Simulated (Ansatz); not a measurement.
A structure relaxed at r2SCAN-D4/def2-SVP in Ansatz, charge 1, singlet:

Cartesian coordinates in Å:
```
Y -0.9155 -0.7626 0.0934
Cu -1.4288 1.0101 2.0377
Cu 0.5011 -1.7937 -1.9354
Cu 0.4990 1.3871 0.7722
Cu 1.3443 0.1591 -0.9679
```

Question: Give its formula and point group.

Answer: YCu4⁺. Point group C2v (tolerance 0.1 Å).

Question: Summarise the bond lengths by kind (pairs closer than 1.2 times the sum of covalent radii, bridged metal pairs left out).

Answer: 4 × Cu–Y 2.66 to 2.68 Å; 3 × Cu–Cu 2.29 to 2.34 Å.

In the def2 sets Y takes a core potential; there is no spin–orbit coupling. The restricted singlet is unstable towards broken spin symmetry in Hartree–Fock (as tested in another run); at r2SCAN-D4/def2-SVP this wasn't settled. The relaxation made no stability test and no search for a lower SCF solution. No other spin state of charge 1 was run. Another isomer (singlet) lies 0.06 eV lower at PBE-D4/def2-SVP; other spin states weren't run for this one.
